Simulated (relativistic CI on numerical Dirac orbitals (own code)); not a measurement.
# One change at a time: Er⁴⁹⁺

Base calculation: Dirac-Coulomb-Breit CI, orbitals from a KLI potential per configuration, model QED, unscaled Slater integrals.

Configurations in the expansion (outside the closed core [Ne]): 3s2.3p6.3d, 3s2.3p5.3d2, 3s.3p6.3d2, 3s2.3p6.4s, 3s2.3p6.4p, 3s2.3p6.4d, 3s2.3p5.3d.4s, 3s2.3p6.4f, 3s2.3p5.3d.4p, 3s2.3p5.3d.4d, 3s.3p6.3d.4s, 3p6.3d2.4p, 3s2.3p5.3d.4f, 3s.3p6.3d.4p, 3s.3p6.3d.4d, 3s2.3p6.5s, 3s.3p6.3d.4f, 3s2.3p6.5p, 3s2.3p6.5d, 3s2.3p6.5f, 3s2.3p6.5g, 3p6.3d3, 3p5.3d4, 3p5.3d3.4s, 3p6.3d2.4s, 3p5.3d2.4s2, 3p6.3d2.4d, 3p5.3d3.4d, 3p5.3d2.4s.4d. Double excitations out of closed p, d and f shells are left out; levels of such configurations are missing from the list, as are those of other unlisted configurations, and high levels can miss mixing partners. These lack a partner that the ground configuration has and come out too high: 3s2.3p5.3d.4p, 3s2.3p5.3d.4f.

Variants: (1) valence Slater integrals scaled by 0.9; (2) QED terms removed; (3) configuration mixing switched off. Shifts of the energy above 3s2.3p6.3d 2D_3/2, in eV, for the lowest level and the first level of each name with at least 55 % of one term (blank where a level changes its place among those of its configuration and J or its character, or is not in the variant):

```
               Level     Base    Δ(1)    Δ(2)    Δ(3)
   3s2.3p6.3d 2D_3/2    0.000   0.000   0.000   0.000
   3s2.3p6.3d 2D_5/2   51.845  +0.007  -0.137  +0.028
 3s2.3p5.3d2 4D°_1/2  226.931  +2.237  +0.529  -0.958
 3s2.3p5.3d2 4G°_9/2  277.454  +1.729  +0.407  -0.804
3s2.3p5.3d2 2H°_11/2  287.119  +0.827  +0.402  -0.763
 3s2.3p5.3d2 2G°_9/2  302.942  -0.644  +0.401  -0.911
 3s2.3p5.3d2 2F°_5/2  326.888  -2.875  +0.402  -0.581
3s2.3p5.3d2 4G°_11/2  330.235  +1.259  +0.278  -0.762
 3s2.3p5.3d2 2P°_1/2  333.226  -3.475  +0.404  -0.864
   3s.3p6.3d2 4F_3/2  651.997  +1.278  +3.527  -0.628
   3s.3p6.3d2 4P_1/2  677.902  -0.990  +3.521  -0.560
   3s.3p6.3d2 4F_7/2  701.361  +1.455  +3.392  -0.629
   3s.3p6.3d2 4P_3/2  711.797  +0.344  +3.396  -0.615
   3s.3p6.3d2 2F_5/2  719.904  -0.548  +3.404  -0.717
```

At this charge energies of transitions that change n are usually good to better than 1 %, and those within a shell (Δn = 0) to a few per cent.

Ionisation energy from the two ground configurations alone: base 4293.86 eV. The NIST ASD value (theoretical) is 4294 eV.

LS names give the leading component of a level, which can be under half, so a name can repeat, a term be missing and a line seem to break the LS rules.
